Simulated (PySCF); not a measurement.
Dipole moment and polarisability of `O=C(Cl)C#CC(=O)Cl`

Compound: C4Cl2O2.
Cartesian coordinates in Å at the GFN2-xTB level; atoms count from 1:
```
atom  x, y, z in Å
O1     2.689    0.954    1.175
C2     1.863    0.813    0.341
Cl3    2.042    1.466   -1.297
C4     0.610    0.144    0.408
C5    -0.462   -0.418    0.414
C6    -1.748   -1.025    0.440
O7    -2.062   -2.139    0.199
Cl8   -2.922    0.214    0.917
```

Level: PBE0/def2-SVPD (PySCF), static field, nuclei fixed, core orbitals frozen in the response. The polarisability tensor in these axes (au):

```
x   117.04  20.44  -8.34
y    20.44  76.75  -3.92
z    -8.34  -3.92  69.18
```

Problem. What are the eigenvalues, a third of the trace, and Δα (Δα² = ½Σ(αi − αj)² over the three pairs)?

Solution. Principal values 67.49, 68.41 and 127.06 au; mean 87.66 au = 12.99 Å³ = 14.45 × 10⁻⁴⁰ C²·m²/J; Δα = 59.12 au (67 % of the mean).

Problem. What is the dipole moment, and where does it point?

Solution. (-0.37, 0.70, -0.42) D, 0.89 D in size, pointing from the negative to the positive side. Measured along this direction, the outermost atoms are O1 and O7 at the negative end and Cl8 and Cl3 at the positive end.

Problem. What are the principal values of the traceless quadrupole moment, Θ = ½Σq(3rr − r²1), about the centre of nuclear charge?

Solution. -11.35, 4.18, 7.17 D·Å. The values depend on the origin, since the dipole doesn't vanish. The electronic extent ⟨r²⟩ about the same centre is 1901 bohr², a root-mean-square distance of 2.68 Å for the 74 electrons.

Problem. In TDDFT the mean static polarisability is Σ f/ω² over all singlet excitations (ω in hartree). How much of it do the 8 lowest give? Their energies (eV) and oscillator strengths: 4.42, 0.0001; 4.46, 0.0000; 4.90, 0.0001; 4.92, 0.0004; 4.97, 0.0000; 5.47, 0.0438; 5.55, 0.0010; 5.83, 0.0011.

Solution. They add up to 1.15 au, 1.3 % of the 87.66 au; the largest single term is 1.08 au, from the state at 5.47 eV. Terms in order: 0.00, 0.00, 0.00, 0.01, 0.00, 1.08, 0.02, 0.02 au. Higher excitations give the rest. The strengths listed sum to 0.046.

Problem. What depolarisation ratio follows for Rayleigh scattering of linearly polarised light, taking the static tensor?

Solution. ρ = 3Δα²/(45ᾱ² + 4Δα²) = 10483.9/(345761 + 13978.5) = 0.0291.

Problem. Find the Langevin capture rate constant for O2+ (31.990 u) meeting this molecule (149.928 u), k = 2.342 × 10⁻⁹ cm³/s × √(α in Å³ / reduced mass in u).

Solution. The reduced mass is 26.36 u, so k = 1.64 × 10⁻⁹ cm³/s. The formula leaves out the permanent dipole, which adds to the capture rate.

Isolated species at its GFN2-xTB geometry, gas phase.
